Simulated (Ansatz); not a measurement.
A nudged elastic band was laid between two geometries of BF2HO + H2 (7 atoms, charge 0, multiplicity 1).

The calculation used Ansatz, RKS PBE-D4/def2-SVP.

```json
{
  "movable images": "9",
  "climbing image": "yes",
  "spring": "50.0 eV/Å²",
  "optimiser": "quadratic models (default)",
  "start path": "through a guess of the saddle point",
  "force threshold": "0.05 eV/Å",
  "iteration limit": "60",
  "end points": "relaxed"
}
```

Initial state:

```xyz
7
Properties=species:S:1:pos:R:3
B -0.117 -0.486 -0.120
F -0.012 -0.769 1.187
O 0.954 -0.494 -0.949
H 1.778 -0.709 -0.477
F -1.320 -0.204 -0.611
H 0.222 2.361 0.802
H 0.214 1.875 1.397
```

Final state:

```xyz
7
Properties=species:S:1:pos:R:3
B 0.090 0.417 -0.385
F -0.022 0.041 2.140
O 1.309 -0.100 -0.653
H 1.253 -1.006 -1.014
F -1.039 -0.229 -0.704
H 0.031 1.551 0.063
H 0.097 0.901 1.781
```

What changes between the two ends?

Bonds broken: B1–F2, H6–H7. Bonds formed: B1–H6, F2–H7. BF2HO + H2 becomes BFH2O + FH.

Give the energies along the band, and the barrier.

The run converged. The highest image is number 6 of 0 to 10, 180.8 kJ/mol above the first end and 59.7 kJ/mol above the last; the last end lies 121.1 kJ/mol above the first. The profile has 2 maxima (images 2, 6) with wells between them (image 3): this band takes more than one step, which may be the mechanism or a detour left from its start path. Neighbouring images differ by up to 1.2 eV, so the band resolves the path poorly. Another band between the same ends (9 images) ends at a top of the same energy, where a vibrational analysis finds 1 clearly imaginary mode. The orbitals stay closed-shell, which can raise the energy where a bond breaks towards radicals; this wasn't checked here.

| image | path coordinate (Å) | energy (kJ/mol) | B1–F2 (Å) | H6–H7 (Å) | B1–H6 (Å) |
| --- | --- | --- | --- | --- | --- |
| 0 | 0.00 | 0.0 | 1.34 | 0.77 | 3.01 |
| 1 | 0.65 | 11.7 | 1.34 | 0.77 | 2.68 |
| 2 | 1.29 | 34.7 | 1.34 | 0.77 | 2.64 |
| 3 | 1.94 | 1.5 | 1.33 | 0.77 | 2.87 |
| 4 | 2.59 | 7.7 | 1.34 | 0.77 | 2.37 |
| 5 | 3.24 | 62.3 | 1.37 | 0.79 | 1.83 |
| 6 | 3.88 | 180.8 | 1.67 | 1.06 | 1.36 |
| 7 | 4.13 | 159.6 | 1.86 | 1.27 | 1.28 |
| 8 | 4.38 | 135.2 | 2.11 | 1.46 | 1.24 |
| 9 | 4.63 | 123.6 | 2.35 | 1.65 | 1.23 |
| 10 | 4.87 | 121.1 | 2.56 | 1.84 | 1.22 |

What is the geometry of the highest image?


```xyz
7
Properties=species:S:1:pos:R:3
B 0.096 0.220 0.028
F -0.008 -0.027 1.673
O 1.324 -0.126 -0.460
H 1.273 -0.900 -1.048
F -1.061 -0.210 -0.513
H 0.068 1.553 0.303
H 0.027 1.064 1.245
```

Run time: 6.9 min on 1 thread of Arm Neoverse V1 (shared host), peak memory 0.12 GiB.
